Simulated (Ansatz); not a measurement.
```xyz
2

Al    0.0000    0.0000   -0.1096
H     0.0000    0.0000    1.4247
```

Basis set: cc-pVTZ (spherical functions). Correlated methods keep 5 orbitals frozen. Charge 0, multiplicity 1.

Computed with Ansatz (development build ahead of 0.2.0); each method stands on the lowest determinant of its kind that the runs found. Restricted open shells among the atoms or ions are ROHF, correlated in semicanonical orbitals with singles.

(1) Give the atomization energy at this shape (free ground-state atoms in the same class of orbitals less the molecule, no zero-point energy) of singlet AlH by RHF-MP2, RHF.

Answers

(1)

| method | atomization energy |
| --- | --- |
| RHF-MP2 | 2.88 eV |
| RHF | 2.28 eV |
